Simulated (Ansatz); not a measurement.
```yaml
crystal:
  periodic: [false, false, false]
  atoms:
    - {symbol: N, position_ang: [-0.100225, 2.239263, -1.094451]}
    - {symbol: Zn, position_ang: [0.337107, 0.751772, -0.156440]}
    - {symbol: O, position_ang: [0.898764, -0.562365, 0.950810]}
    - {symbol: C, position_ang: [0.052759, -1.604602, 0.974805]}
    - {symbol: F, position_ang: [-1.070887, -1.310180, 0.143489]}
    - {symbol: H, position_ang: [0.652563, 2.670369, -1.613819]}
    - {symbol: H, position_ang: [-0.882198, 2.126225, -1.726005]}
    - {symbol: H, position_ang: [0.483188, -2.521503, 0.551406]}
    - {symbol: H, position_ang: [-0.371069, -1.788990, 1.970223]}
basis:
  gaussian: {orbitals: def2-SVP}
magnetization: {spin_polarized: true, initial_magnetization: 0}
hamiltonian: {xc: {name: HF}}
correlation: {method: mp2, frozen_orbitals: {N: 9}}
output: {forces: true}
```

```sh
$ ansatz run in.yaml --threads 2 --pin off --events-out ev --progress --plain --max-ram 20480MiB --backend cpu
```

Shortened log:

```
Functional definition: HF
Error: "frozen_orbitals" has no count for Zn
```

Question: Something in this input is off. What?

Answer: Frozen orbitals are typed for one element alone, and the program wants a count for each. The input was rejected before any iteration.
